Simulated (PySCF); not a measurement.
# NaI: one state, many levels of theory

State: ¹Σ⁺ (singlet), closed shell. Set-up: PySCF, scalar-relativistic core potentials, basis sets Na aug-cc-pVDZ, I aug-cc-pVDZ-PP with ECP28. De refers to Na + I in their high-spin ground configurations, without counterpoise correction. A positive dipole means Na(−)I(+).

| Level | Re (Å) | ωe (cm⁻¹) | De (eV) | μ (D) | CPU s a point (SCF and correlation, without the integrals) |
| --- | --- | --- | --- | --- | --- |
| RHF | 2.779 | 246 | 2.44 | -9.94 | 0.063 |
| RHF-MP2 | 2.784 | 239 | 3.26 | n/a | 0.1 |
| RHF-SCS-MP2 | 2.785 | 238 | 3.18 | n/a | n/a |
| RHF-CCSD | 2.786 | 239 | 3.16 | n/a | n/a |
| RHF-CCSD(T) | 2.788 | 238 | 3.20 | n/a | 2.1 |
| PBE | 2.746 | 244 | 3.21 | -8.74 | 0.33 |
| BLYP | 2.758 | 239 | 3.09 | -8.67 | 0.23 |
| r²SCAN | 2.744 | 249 | 3.36 | -9.28 | 0.4 |
| PBE0 | 2.736 | 250 | 3.23 | -9.12 | 0.75 |
| BHandHLYP | 2.731 | 253 | 3.15 | -9.26 | 0.29 |
| M06-2X | 2.723 | 256 | 3.21 | -9.26 | 0.48 |
| LC-ωPBE | 2.730 | 253 | 3.23 | -9.48 | 0.57 |

The bond length runs from 2.723 Å (M06-2X) to 2.788 Å (RHF-CCSD(T)). De spans 2.44 eV (RHF, mean field) to 3.36 eV (r²SCAN, meta-GGA). Correlation at CCSD(T) changes the Hartree–Fock bond energy by +0.76 eV; the triples alone change it by +0.04 eV.

Correlated steps freeze 5 core orbitals. Correlated levels converge slowly with the basis: in double zeta they bind strong bonds too weakly, by up to about 1 eV, and carry superposition errors of some tenths. Spin–orbit coupling is left out, which matters for elements this heavy, above all for dissociation energies. Where the molecule has an RHF reference, its open-shell atoms are computed with UHF.

The whole job (state search and all levels along the bond) took about 1.1 min on 1 thread of Intel Xeon 6975P-C (shared host), peak memory 0.73 GiB.
